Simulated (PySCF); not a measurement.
# Excitation energy of Tc by level of theory

Tc [Kr] 4d5 5s2 (6S) → Tc [Kr] 4d5 5s1 5p1 (8P), as a difference of total energies. Computed with PySCF 2.14 in aug-cc-pVTZ-PP with one added diffuse shell each of s, p, d, f, g type with ECP28MDF (7s7p6d4f3g, 113 functions), with scalar relativity through the core potential. Correlated levels: valence: 4s2 4p6 frozen. The calculations carry no spin-orbit coupling.

```
           method  excitation energy (eV)  error (eV)
              UHF                   0.769      -1.343
              LDA                   2.288      +0.176
              PBE                   1.998      -0.114
             PBE0                   1.807      -0.305
           r2SCAN                   1.622      -0.490
            B3LYP                   2.399      +0.287
          LC-wPBE                   1.469      -0.643
            TPSSh                   1.877      -0.235
    MP2 (valence)                   1.808      -0.304
SCS-MP2 (valence)                   2.203      +0.091
```

Reference: 2.112 eV (measured; NIST levels, between the centres of gravity of the two terms).

Errors of the correlated levels include the incompleteness of this basis and the frozen core.
